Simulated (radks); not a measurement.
Task: Successive ionisation energies (eV) of one element, from differences of total energies of ions in their ground configurations, starting at charge 0: 6.286, 16.149, 25.551, 37.114, 49.631, 62.891, 121.19, 143.26, 159.21, 182.41, 208.67, 214.40, 256.80, 290.52, 325.65, 364.19, 391.77, 419.28, 458.42, 498.76, 540.24, 594.11. Method: scalar-relativistic Kohn-Sham, exchange-only LDA, spin-polarised, spherical densities, point nucleus; open shells are filled with parallel spins first (spin-orbit coupling, left out, can overturn this in heavy ions); computed with a radial shooting solver on a logarithmic mesh with Libxc functionals. Which element is it?

Result: Tungsten (Z = 74). The first species listed is W in [Xe] 4f14 5d4 6s2, the last W21+ in [Kr] 4d10 4f7.
